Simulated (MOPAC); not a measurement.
Input file for MOPAC: PM6 on H4OSiTe (SMILES O[Te][SiH3]), a point of a torsion scan.

```
PM6 1SCF PRECISE CHARGE=0 THREADS=1
H4OSiTe

O      2.43817625 1    -0.07044666 1    -0.24720727 1
Te     0.83864305 1    -1.22247322 1     0.17580225 1
Si     0.69767042 1    -0.51400510 1     2.55902336 1
H      2.43845475 1     0.71622005 1     0.29411817 1
H      0.73119808 1     0.94776658 1     2.64425409 1
H     -0.58204525 1    -1.02721298 1     3.02503442 1
H      1.77566192 1    -1.02927227 1     3.40369150 1
```

The log:

```
*******************************************************************************
 **                                                                           **
 **                              MOPAC v23.2.5                                **
 **                                                                           **
 *******************************************************************************
 ** MOPAC's Digital Object Identifier: https://doi.org/10.5281/zenodo.6511958 **
 **                                                                           **
 ** Please cite the open-source release paper for use of this MOPAC version:  **
 ** J. E. Moussa and J. J. P. Stewart (2026)                                  **
 ** MOPAC: An open-source semiempirical molecular orbital program             **
 ** J. Open Source Softw., 11(119), 8025, https://doi.org/10.21105/joss.08025 **
 *******************************************************************************

                              PM6 CALCULATION RESULTS

 *******************************************************************************
 *  PM6        - The PM6 Hamiltonian to be used
 *
 *
 *
 *                 CHARGE ON SYSTEM = 0
 *
 *
 *
 *  PRECISE    - TIGHTER CRITERIA TO BE USED
 *  1SCF       - DO 1 SCF AND THEN STOP
 *  THREADS=1  - MULTI-THREADING NOT USED
 *  T=         - A TIME OF 172800.0 SECONDS REQUESTED
 *  DUMP=N     - RESTART FILE WRITTEN EVERY 7200.0 SECONDS REQUESTED
 *******************************************************************************
PM6 1SCF PRECISE CHARGE=0 THREADS=1
 H4OSiTe

   ATOM   CHEMICAL          X               Y               Z
  NUMBER   SYMBOL      (ANGSTROMS)     (ANGSTROMS)     (ANGSTROMS)

     1       O          2.43817625  *  -0.07044666  *  -0.24720727  *
     2      Te          0.83864305  *  -1.22247322  *   0.17580225  *
     3      Si          0.69767042  *  -0.51400510  *   2.55902336  *
     4       H          2.43845475  *   0.71622005  *   0.29411817  *
     5       H          0.73119808  *   0.94776658  *   2.64425409  *
     6       H         -0.58204525  *  -1.02721298  *   3.02503442  *
     7       H          1.77566192  *  -1.02927227  *   3.40369150  *



          CARTESIAN COORDINATES

    NO.       ATOM           X           Y           Z

     1         O          2.4382     -0.0704     -0.2472
     2        Te          0.8386     -1.2225      0.1758
     3        Si          0.6977     -0.5140      2.5590
     4         H          2.4385      0.7162      0.2941
     5         H          0.7312      0.9478      2.6443
     6         H         -0.5820     -1.0272      3.0250
     7         H          1.7757     -1.0293      3.4037

 General Reference for PM6:
 "Optimization of Parameters for Semiempirical Methods V: Modification of NDDO Approximations
 and Application to 70 Elements", J. J. P. Stewart, J. Mol. Mod., 13, 1173-1213 (2007)
 URL: https://link.springer.com/article/10.1007/s00894-007-0233-4

           Empirical Formula: H4 O Te Si  =     7 atoms



      MOLECULAR POINT GROUP   :   C1


      RHF CALCULATION, NO. OF DOUBLY OCCUPIED LEVELS = 10


 -------------------------------------------------------------------------------
 PM6 1SCF PRECISE CHARGE=0 THREADS=1
 H4OSiTe



     1SCF WAS SPECIFIED, SO BFGS WAS NOT USED
     SCF FIELD WAS ACHIEVED


                              PM6 CALCULATION
                                                       MOPAC v23.2.5 Linux




          FINAL HEAT OF FORMATION =        -75.87021 KCAL/MOL =    -317.44095 KJ/MOL


          COSMO AREA              =        125.39 SQUARE ANGSTROMS
          COSMO VOLUME            =        118.94 CUBIC ANGSTROMS

          IONIZATION POTENTIAL    =          8.500503 EV
          HOMO LUMO ENERGIES (EV) =         -8.501 -1.550
          NO. OF FILLED LEVELS    =         10
          MOLECULAR WEIGHT        =        175.7165         POINT GROUP:  C1

          MOLECULAR DIMENSIONS (Angstroms)

            Atom       Atom       Distance
            H     6    O     1     4.55464
           Te     2    H     5     2.98094
           Te     2    H     7     2.13479


          SCF CALCULATIONS        =          1





   ATOM   CHEMICAL          X               Y               Z
  NUMBER   SYMBOL      (ANGSTROMS)     (ANGSTROMS)     (ANGSTROMS)

     1       O          2.43817625  *  -0.07044666  *  -0.24720727  *
     2      Te          0.83864305  *  -1.22247322  *   0.17580225  *
     3      Si          0.69767042  *  -0.51400510  *   2.55902336  *
     4       H          2.43845475  *   0.71622005  *   0.29411817  *
     5       H          0.73119808  *   0.94776658  *   2.64425409  *
     6       H         -0.58204525  *  -1.02721298  *   3.02503442  *
     7       H          1.77566192  *  -1.02927227  *   3.40369150  *

                             CARTESIAN COORDINATES

   1    O        2.438176250    -0.070446660    -0.247207270
   2   Te        0.838643050    -1.222473220     0.175802250
   3   Si        0.697670420    -0.514005100     2.559023360
   4    H        2.438454750     0.716220050     0.294118170
   5    H        0.731198080     0.947766580     2.644254090
   6    H       -0.582045250    -1.027212980     3.025034420
   7    H        1.775661920    -1.029272270     3.403691500


           Empirical Formula: H4 O Te Si  =     7 atoms



      MOLECULAR POINT GROUP   :   C1


                  EIGENVALUES
 -72.27009 -27.95988 -20.12034 -16.46051 -13.19390 -12.94176 -12.13669 -12.06464
  -9.42277  -8.50050  -1.55015  -0.29362  -0.14201   0.08601   0.40695   0.52973
   0.69806   3.32491   3.59772   3.76178   5.84033


              NET ATOMIC CHARGES AND DIPOLE CONTRIBUTIONS

  ATOM NO.   TYPE          CHARGE      No. of ELECS.   s-Pop       p-Pop       d-Pop
    1          O          -0.751582        6.7516     1.74637     5.00521
    2         Te           0.101647        5.8984     1.90479     3.99356
    3         Si           0.387344        3.6127     1.17284     1.89740     0.54241
    4          H           0.317380        0.6826     0.68262
    5          H          -0.019411        1.0194     1.01941
    6          H          -0.016960        1.0170     1.01696
    7          H          -0.018419        1.0184     1.01842
 DIPOLE           X         Y         Z       TOTAL
 POINT-CHG.    -3.555    -0.121     5.394     6.461
 HYBRID         0.390     0.347    -0.244     0.577
 SUM           -3.165     0.227     5.150     6.049


          ATOMIC ORBITAL ELECTRON POPULATIONS

     Atom    s        px        py        pz      x^2-y^2     xz        z^2       yz        xy
    1  O   1.74637   1.70477   1.52374   1.77670
    2 Te   1.90479   1.05071   1.48322   1.45964
    3 Si   1.17284   0.72333   0.71303   0.46104   0.17546   0.14314   0.09575   0.05752   0.07055
    4  H   0.68262
    5  H   1.01941
    6  H   1.01696
    7  H   1.01842

 **********************
 *                    *
 * JOB ENDED NORMALLY *
 *                    *
 **********************




 == MOPAC DONE ==
```

The run finished.

Cost: about 0.03 core-seconds (a rough figure).
